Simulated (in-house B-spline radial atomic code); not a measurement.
## Solving the quasi-particle equation for 4s up of Se5+

Configuration [Ar] 3d10 4s1, highest spin, start PBE0; correlation leaves out the 4 deepest shells. Computed with a B-spline radial code for spherical atoms: all electrons, scalar-relativistic (spin-free one-electron X2C), finite nucleus, each spin shell either full or empty, empty states to l = 9 with an (l + 1/2)⁻⁴ tail; G0W0 by contour deformation at full frequency.

At the mean-field level ε = -77.657 eV the matrix elements are Σx = -21.947 eV, v_xc = -18.567 eV and Σc(ε) = -2.021 eV, and the slope of the correlation self-energy is dΣc/dω = -0.0272. The quasi-particle energy solves E = ε + Σx − v_xc + Σc(E).

Q: What does the linearised equation give?

A: Z = 1/(1 − dΣc/dω) = 1/1.0272 = 0.9735. The first-order shift is Σx − v_xc + Σc(ε) = -21.947 − (-18.567) + (-2.021) = -5.401 eV, so E ≈ ε + Z × shift = -77.657 + 0.9735 × (-5.401) = -82.915 eV.

Q: How does that compare with the full solution and with static screening?

A: Solving the equation at full frequency dependence gives E = -82.924 eV, where Σc = -1.887 eV and the weight is 0.977; the linearised value is off by 9 meV. Leaving Z out would give -83.058 eV. Static COHSEX puts -3.573 eV in place of Σc and gives -84.610 eV, 1.69 eV deeper. The tabulated removal energy is 81.83 ± 0.03 eV (NIST, measured); the run leaves out spin-orbit coupling, Breit and QED terms.
